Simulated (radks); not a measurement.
Question: Species: Nd XIII. Configuration: [Kr] 4d10 5s2. Method: Dirac Kohn-Sham, PBE, spin-unpolarised, spherical densities, finite nucleus; Fermi nuclear charge, rms radius 4.9123 fm; computed with a radial shooting solver on a logarithmic mesh with Libxc functionals.

Spin-orbit splittings of the eigenvalues, e(l+1/2) - e(l-1/2), with zeta = 2 splitting/(2l+1) and mean radii in bohr:

| shell | occ. | splitting (eV) | zeta (eV) | <r> j=l-1/2 | <r> j=l+1/2 |
|---|---|---|---|---|---|
| 2p | 6 | 520.0 | 346.6 | 0.08423 | 0.09064 |
| 3p | 6 | 103.9 | 69.25 | 0.2555 | 0.2679 |
| 3d | 10 | ? | ? | 0.2393 | 0.2432 |
| 4p | 6 | 23.76 | 15.84 | 0.6100 | 0.6352 |
| 4d | 10 | 4.424 | 1.769 | 0.6666 | 0.6746 |

Estimate the 3d splitting.

Answer: 22.43 eV (zeta = 8.972 eV).
